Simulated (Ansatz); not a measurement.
CH3Si, SMILES C=[SiH], multiplicity 2.

The structure is a stationary point at PBE0-D3(BJ)/def2-TZVP. The isomer is the one that the SMILES or the coordinates give; other isomers of the formula were not compared.

Two levels are set side by side: PBE/def2-TZVPD (Ansatz, a program for electronic structure) and CAM-B3LYP/def2-TZVPD (Ansatz). Energy differences of separate SCF runs at the same geometry; the states with an electron removed or added have multiplicity 3 and 1. Differences are taken from unrounded values.

```json
[
 {"quantity": "vertical ionisation energy (eV)", "CAM-B3LYP": "8.75"},
 {"quantity": "vertical electron affinity (eV)", "CAM-B3LYP": "1.47"}
]
```

Q: What does PBE give, and how far is it from CAM-B3LYP? (An estimate is asked for; the answer gives what the named calculation found.)

A: 
```csv
quantity,PBE,PBE minus CAM-B3LYP
vertical ionisation energy (eV),8.90,0.15
vertical electron affinity (eV),1.37,-0.11
```
